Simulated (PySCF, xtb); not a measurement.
C₃H₄O, SMILES O=C1CC1.

GFN2-xTB in xtb 6.7.1 at its own geometry gives an orbital gap of 3.52 eV and a dipole moment of 2.96 D.

Geometry: B3LYP-D3(BJ)/def2-SVP.

Problem. What does PBE/def2-TZVPD (PySCF) give? (An estimate is asked for; the answer gives what the named calculation found.)

Solution. gap 3.36 eV (levels -5.56 and -2.20 eV), dipole 2.86 D.
